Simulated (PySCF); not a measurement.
TPSSh on Sb⁻ (antimony, charge -1), [Kr] 4d10 5s2 5p4, high-spin 3P determinant. All numbers are calculated (PySCF 2.14, a scalar-relativistic core potential, in aug-cc-pVQZ-PP with ECP28MDF).

```
cycle= 1 E= -240.166036858168  delta_E= -0.00848  |g|= 0.0326  |ddm|= 0.695
cycle= 2 E= -240.166448837122  delta_E= -0.000412  |g|= 0.0136  |ddm|= 0.129
cycle= 3 E= -240.166594967667  delta_E= -0.000146  |g|= 0.00512  |ddm|= 0.0658
cycle= 4 E= -240.166617880327  delta_E= -2.29e-05  |g|= 0.00166  |ddm|= 0.0199
cycle= 5 E= -240.166621467921  delta_E= -3.59e-06  |g|= 0.000206  |ddm|= 0.00913
cycle= 6 E= -240.166621560306  delta_E= -9.24e-08  |g|= 2.97e-05  |ddm|= 0.00143
cycle= 7 E= -240.166621562389  delta_E= -2.08e-09  |g|= 3.05e-06  |ddm|= 0.000211
cycle= 8 E= -240.16662156241  delta_E= -2.09e-11  |g|= 3.52e-07  |ddm|= 1.96e-05
converged SCF energy = -240.16662156241  <S^2> = 2.0084949  2S+1 = 3.0056579
```

Highest occupied orbital energy: 1.122 eV; ⟨L²⟩ = 2.04; populations by l: s 4.00, p 10.00, d 10.00, f 0.00.

Can this result be used?

With care. The calculation finished and met its thresholds. Energies and moments cover only the electrons outside the core potential. At TPSSh the highest occupied level has a positive energy, so only the finite basis holds that electron; in a semilocal or global hybrid functional this comes from self-interaction and does not mean that the real anion is unbound.
